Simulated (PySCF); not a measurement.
## Frontier levels across methods

H₁₃NSi₅.
Cartesian coordinates in Å at the PBE0-D3(BJ)/def2-SVP level; atoms count from 1:
```
atom  x, y, z in Å
Si1    2.3702    0.0314    0.7628
Si2    1.6015   -1.6329   -0.7008
Si3   -0.4237   -0.7762   -1.5330
N4    -1.1021    0.3137   -0.3221
Si5   -1.6819   -0.3689    1.1864
Si6   -1.2827    2.0191   -0.6948
H7     3.7442   -0.2638    1.2741
H8     1.4434    0.1456    1.9312
H9     2.3939    1.3435    0.0449
H10    1.4187   -2.9248    0.0323
H11    2.5841   -1.8477   -1.8104
H12   -0.1534    0.0395   -2.7586
H13   -1.3965   -1.8558   -1.8951
H14   -0.9618   -1.6649    1.3934
H15   -3.1507   -0.6509    1.1582
H16   -1.3988    0.5583    2.3208
H17   -2.4131    2.2746   -1.6410
H18   -1.5558    2.7426    0.5830
H19   -0.0303    2.5437   -1.3175
```

Basis pcSseg-1 throughout (PySCF), one geometry. The structure is a single PBE0-D3(BJ)/def2-SVP conformer in the gas phase; no vibrational or solvent corrections.

Problem. How do the orbital energies, the gap and the dipole change with the method?

Solution. 
| method | kind | HOMO (eV) | LUMO (eV) | gap (eV) | μ (D) | SCF cycles |
| --- | --- | --- | --- | --- | --- | --- |
| BLYP | GGA | -6.03 | -1.28 | 4.75 | 0.16 | 13 |
| PBE | GGA | -6.18 | -1.52 | 4.65 | 0.14 | 13 |
| OPBE | GGA | -6.18 | -1.37 | 4.82 | 0.12 | 14 |
| LDA | LDA | -6.24 | -1.77 | 4.47 | 0.14 | 13 |
| BP86 | GGA | -6.29 | -1.60 | 4.68 | 0.15 | 13 |
| B97-2 | global hybrid | -7.14 | -0.68 | 6.47 | 0.17 | 12 |
| BHandHLYP | global hybrid | -8.44 | 0.29 | 8.73 | 0.21 | 11 |
| CAM-B3LYP | range-separated hybrid | -8.62 | 0.42 | 9.04 | 0.20 | 11 |
| wB97X-D | range-separated hybrid | -9.17 | 1.03 | 10.20 | 0.20 | 12 |
| LC-wPBE | range-separated hybrid | -9.93 | 1.44 | 11.37 | 0.20 | 13 |
| HF | Hartree–Fock | -10.09 | 2.59 | 12.68 | 0.26 | 10 |

The HOMO spans 4.07 eV, from BLYP down to HF, and the gap runs from 4.47 eV (LDA) to 12.68 eV (HF). Over the methods BLYP (0 %), PBE (0 %), OPBE (0 %), LDA (0 %), BP86 (0 %), B97-2 (21 %), BHandHLYP (50 %), HF (100 %), a straight line through the gap against the share of exact exchange rises by 0.80 eV for each 10 % (correlation coefficient 0.999). The dipole ranges from 0.12 D (OPBE) to 0.26 D (HF). This basis has no diffuse functions.
